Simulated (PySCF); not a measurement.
PySCF 2.14 output of an unrestricted M06 calculation on a single atom or ion in dyall-av2z, with the non-relativistic Hamiltonian (point nucleus):

```
SCF conv_tol = 1e-09
number electrons alpha = 15  beta = 9
    Y. Zhao and D. G. Truhlar.,  Theor. Chem. Acc. 120, 215 (2008)
    Y. Zhao and D. G. Truhlar.,  Theor. Chem. Acc. 120, 215 (2008)
cycle= 1 E= -1262.34867175149  delta_E= -0.00918  |g|= 0.176  |ddm|= 0.0938
cycle= 2 E= -1262.3486967586  delta_E= -2.5e-05  |g|= 0.00619  |ddm|= 0.0119
cycle= 3 E= -1262.34869764729  delta_E= -8.89e-07  |g|= 0.00473  |ddm|= 0.00234
cycle= 4 E= -1262.34870038212  delta_E= -2.73e-06  |g|= 0.000255  |ddm|= 0.00124
cycle= 5 E= -1262.34870038963  delta_E= -7.51e-09  |g|= 8.69e-06  |ddm|= 5.06e-05
cycle= 6 E= -1262.34870038966  delta_E= -2.66e-11  |g|= 3.02e-06  |ddm|= 5.74e-06
converged SCF energy = -1262.34870038966  <S^2> = 12.000841  2S+1 = 7.0002402
```

The run itself started from symmetry-adapted Hartree-Fock orbitals and held the occupation by maximum overlap, on a logarithmic radial grid, so the iterations belong to that start.

**Question.** Which element, charge and spin multiplicity is this?

**Answer.** Fe²⁺ (iron, charge +2), multiplicity 7; the state was [Ar] 3d5 4p1, high-spin 7P determinant (an excited configuration).
